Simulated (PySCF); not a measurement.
C₆H₉Cl.
Z-matrix (Å and degrees, GFN2-xTB geometry), rows numbered from 1:
```
C 
C   1  1.5050
Cl  2  1.7755  1  112.00
C   2  1.5135  1  121.22  3  -143.35
C   2  1.4748  1  121.71  3   145.38
C   5  1.4788  2  138.02  4   130.79
C   5  1.4808  2  136.87  4  -131.21
H   1  1.0876  2  109.54  3  -179.19
H   1  1.0884  2  110.58  3    60.65
H   1  1.0885  2  110.34  3   -59.46
H   4  1.0813  2  117.75  5   109.03
H   4  1.0805  2  118.08  5  -107.77
H   6  1.0803  5  118.34  7   107.84
H   6  1.0802  5  118.19  7  -108.05
H   7  1.0802  5  118.34  6   107.82
H   7  1.0804  5  118.35  6  -107.77
```

NICS is the negative of the GIAO shielding at a point without a nucleus: at the ring centre (0) and 1 Å above and below it (1); zz is the component along the ring normal. Level: GIAO PBE0/pcSseg-1 (PySCF, non-relativistic, gas phase) on the GFN2-xTB geometry, one conformer.

Ring bond lengths (Å), with Mayer bond orders in brackets: C2–C4 1.514 (0.91), C4–C5 1.485 (0.89), C5–C2 1.475 (0.86); C5–C6 1.479 (0.94), C6–C7 1.511 (0.99), C7–C5 1.481 (0.94).

Problem. Give the NICS values of each ring in ppm.

Solution. 
```csv
ring,type,NICS(0),"NICS(1), two faces","NICS(1)zz, two faces",rms pucker (Å),"centre to ring atoms, mean (Å)"
C2–C4–C5,3-membered carbocycle; formal bonds all single,-38.5,-5.9 / -7.2,-15.2 / -19.2,0.00,0.86
C5–C6–C7,3-membered carbocycle; formal bonds all single,-40.4,-6.9 / -7.0,-18.0 / -20.8,0.00,0.86
```

Problem. What can be read from them?

Solution. 
- C2–C4–C5: mean NICS(1)zz -17.2 ppm, shielded. C2, C4, C5 have four or more neighbours, and the NICS criterion for π rings isn't applied. A hydrogen on C4, outside the ring, lies only 1.46 Å from a NICS(1) probe, which then mostly feels that atom. The two faces differ by 4.0 ppm, so no symmetry operation interchanges them. NICS(0) lies 32 ppm below the mean NICS(1).
- C5–C6–C7: mean NICS(1)zz -19.4 ppm, shielded. C5, C6, C7 have four or more neighbours, and the NICS criterion for π rings isn't applied. A hydrogen on C6, outside the ring, lies only 1.46 Å from a NICS(1) probe, which then mostly feels that atom. NICS(0) lies 33 ppm below the mean NICS(1).

Problem. List the ring angles and the Hirshfeld charges of the ring atoms.

Solution. 
- C2–C4–C5: C2 59.6° (+0.038 e), C4 58.9° (-0.094 e), C5 61.5° (-0.015 e); sum 180.0° against 180° for a flat convex ring.
- C5–C6–C7: C5 61.4° (-0.015 e), C6 59.4° (-0.083 e), C7 59.2° (-0.083 e); sum 180.0° against 180° for a flat convex ring.
